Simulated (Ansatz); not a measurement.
`F[CH]1N=[CH][GaH]1`. Charge 0, multiplicity 1.

```xyz
8

F     0.297    1.472    1.567
C     0.046    0.242    1.017
N    -1.146    0.267    0.181
C    -0.893   -0.330   -0.924
Ga    1.078   -0.372   -0.638
H    -0.110   -0.463    1.838
H    -1.709   -0.520   -1.623
H     2.436   -0.298   -1.417
```

Q: List the harmonic frequencies (cm⁻¹, unscaled) at PBE0-D4/def2-TZVP in Ansatz. (Best estimate.)

A: Ansatz gave: 160, 210, 362, 437, 511, 543, 574, 737, 891, 993, 1111, 1149, 1255, 1346, 1592, 1948, 3082, 3125.

Q: Is this a minimum?

A: Yes, all 18 modes are real.

Q: Give the ideal-gas thermochemistry at 298.15 K and 1 bar (rigid rotor, harmonic oscillator; point group C1, symmetry number 1).

A: Zero-point energy 119.8 kJ/mol; H(298) − E = 136.6 kJ/mol; entropy 318.3 J/(mol·K), of which translation 169.5, rotation 111.5, vibration 37.3; G(298) − E = 41.7 kJ/mol.

Q: And at 400, 500, 600, 800 and 1000 K?

A: 
```tsv
T (K)	H − E (kJ/mol)	S (J/mol/K)	G − E (kJ/mol)
400	146.3	346.1	7.9
500	157.3	370.5	-28.0
600	169.4	392.6	-66.2
800	196.3	431.2	-148.7
1000	225.6	463.9	-238.2
```

Q: Rotational constants (cm⁻¹)?

A: 0.195, 0.09591, 0.06775.
